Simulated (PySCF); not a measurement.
A GIAO shielding run with PySCF (density fitting, non-relativistic, gas phase) on SMILES C=C(C)[C@H]1C[SiH2]O[SiH2]1, C₅H₁₂OSi₂:

```
$ OMP_NUM_THREADS=1 python probes_run.py task.json out

{"job": {"kind": "nmr", "xc": "mPW1PW91", "basis": "pcSseg-1", "pop": false}, "charge": 0, "multiplicity": 1}
C     -1.248950    -1.088086    -1.176238
C     -1.206409    -0.012025    -0.377775
C     -2.277303     1.038464    -0.423389
C     -0.097586     0.255583     0.604285
C      0.761093    -0.968437     0.996582
Si     2.194867    -1.148496    -0.235573
O      2.302610     0.435271    -0.785435
Si     1.139451     1.487856    -0.196789
H     -0.489097    -1.871565    -1.146138
H     -2.061294    -1.219253    -1.895484
H     -2.798888     1.100605     0.546734
H     -1.851116     2.037638    -0.616132
H     -3.021847     0.830032    -1.203558
H     -0.536186     0.718386     1.505828
H      1.220013    -0.787929     1.983518
H      0.140474    -1.873715     1.100672
H      1.941847    -2.081760    -1.372041
H      3.468801    -1.553320     0.428679
H      0.549618     2.287788    -1.306499
H      1.745249     2.412710     0.810177
```

Hardware: 1 thread of an Arm Neoverse N1, shared host. The job also computes ring-centre shieldings.

(1) How large is the calculation?

(2) How long does it take, and how much memory does it need?

(3) And these other runs on the same molecule and hardware: GIAO shielding at PBE0/pcSseg-1?

Answers

(1) 78 electrons, 210 basis functions and 1134 auxiliary functions.

(2) 69 s of wall time, with 14 SCF cycles and 4 response iterations; peak memory 0.99 GiB. Times on a shared host scatter by some tens of per cent.

(3) PBE0/pcSseg-1: 210 functions, 89 s.
